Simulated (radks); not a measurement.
Neutral lanthanum inside a hard spherical wall (all orbitals vanish at R), configuration held at [Xe] 5d1 6s2 and not refilled when levels cross. Method: scalar-relativistic Kohn-Sham, PBE, spin-unpolarised, spherical densities, finite nucleus; Fermi nuclear charge, rms radius 4.855 fm; computed with a radial shooting solver on a logarithmic mesh with Libxc functionals. Eigenvalues in eV, with the zero of energy where the potential of the charges vanishes at infinity; a dash marks a level that is unbound or too diffuse for the functional's potential to be trusted. A positive occupied level is held by the wall or, in an anion where self-interaction has pushed it up, behind a barrier. The pressure on the wall is -dE/dV.

R (bohr),E (hartree),kinetic (hartree),e(5s),e(5p),e(6s),e(5d),"e(6p, empty)","e(7s, empty)",pressure (GPa)
free,-8492.9117,8982.759,-38.921,-22.401,-3.679,-3.091,-1.352,-,0
20,-8492.9117,8982.759,-38.921,-22.401,-3.679,-3.091,-1.351,0.014,< 0.0001
15,-8492.9117,8982.760,-38.917,-22.397,-3.677,-3.088,-1.336,0.390,0.000315
12,-8492.9111,8982.765,-38.872,-22.354,-3.643,-3.050,-1.240,1.280,0.00944
10,-8492.9076,8982.793,-38.696,-22.181,-3.502,-2.902,-0.947,2.906,0.0896
6,-8492.7456,8983.543,-35.942,-19.548,-0.193,-0.428,4.224,19.695,10.2
4,-8491.5607,8988.068,-28.861,-12.782,16.096,8.044,25.908,71.945,241
3,-8487.5987,9002.268,-16.038,1.101,57.143,27.067,74.134,170.81,2130
2.5,-8480.8415,9024.224,0.519,20.384,113.50,53.019,136.52,289.59,7920
2,-8461.7712,9081.740,42.155,69.084,243.57,114.75,275.49,541.29,37600
1.5,-8394.3082,9272.547,184.52,227.95,604.27,294.13,648.12,1180.9,266000
